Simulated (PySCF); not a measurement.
B(CCH)2(H), SMILES B(C#C)C#C (C4H3B), CAM-B3LYP/def2-SVP optimised geometry.

```
8

B     -0.89    -1.08     0.00
C     -1.68     0.21     0.00
C     -2.34     1.23     0.00
H     -2.92     2.14     0.00
C      0.63    -1.08     0.00
C      1.84    -1.10     0.00
H      2.92    -1.12     0.00
H     -1.48    -2.14     0.00
```

Density from PySCF 2.14.0 with CAM-B3LYP/def2-TZVP at that geometry.

Minimum of the electron density along straight lines between bonded atoms, close to the bond critical point (lines longer than 1.1 times the sum of covalent radii, or with two minima, are not listed):

```csv
bond,length / Å,ρ at the minimum / e bohr⁻³,∇²ρ there / e bohr⁻⁵,position (fraction from the first atom)
B1–C2,1.516,0.190,-0.05,0.33
C2–C3,1.214,0.418,-1.25,0.48
C3–H4,1.075,0.285,-1.07,0.67
B1–C5,1.516,0.190,-0.05,0.33
C5–C6,1.214,0.418,-1.25,0.48
C6–H7,1.075,0.286,-1.07,0.67
B1–H8,1.205,0.187,-0.48,0.45
```
